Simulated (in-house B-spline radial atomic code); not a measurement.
Configurations of Mg, with energies counted from [Ne] 3s2. Computed with a B-spline radial code for spherical atoms: Dirac-Hartree-Fock, average of configuration, Fermi nucleus of rms radius 3.057 fm. Energies include first-order Breit, QED and recoil terms.

Occupations are held fixed; configurations that lie above the ionisation limit could autoionise.

```tsv
configuration	E - E(ref) (eV)	highest orbital	its <r> (bohr)
[Ne] 3s1 (5p1/2)1	5.7411	5p1/2	22.5
[He] 2s2 (2p1/2)1 (2p3/2)4 3s2 (3p3/2)1	51.082	3p3/2	3.498
[He] 2s2 (2p1/2)1 (2p3/2)4 3s2 (6d3/2)1	56.175	6d3/2	48.85
[He] 2s2 (2p1/2)1 (2p3/2)4 3s2 (6f7/2)1	56.189	6f7/2	47.94
[He] 2s1 2p6 3s2 (4p3/2)1	96.048	4p3/2	10.89
[He] 2s1 2p6 3s2 (6p3/2)1	97.228	6p3/2	33.87
```

(1) Order these further configurations by energy, lowest first.
A. [Ne] 3s1 (6p1/2)1
B. [He] 2s2 (2p1/2)1 (2p3/2)4 3s2 (3d3/2)1
C. [Ne] 3s1 (3p3/2)1
D. [Ne] 3s1 (7p1/2)1
E. [He] 2s1 2p6 3s2 (5f5/2)1

(2) How far above the reference does [He] 2s2 (2p1/2)1 (2p3/2)4 3s2 (6g9/2)1 lie?

(3) How far above the reference does [He] 2s2 (2p1/2)1 (2p3/2)4 3s2 (5g9/2)1 lie?

## Answers

(1) C (2.5443 eV), A (6.0611 eV), D (6.2326 eV), B (54.975 eV), E (97.272 eV).

(2) 56.189 eV; its least bound orbital is 6g9/2 with <r> = 44 bohr.

(3) 56.023 eV; its least bound orbital is 5g9/2 with <r> = 27.5 bohr.
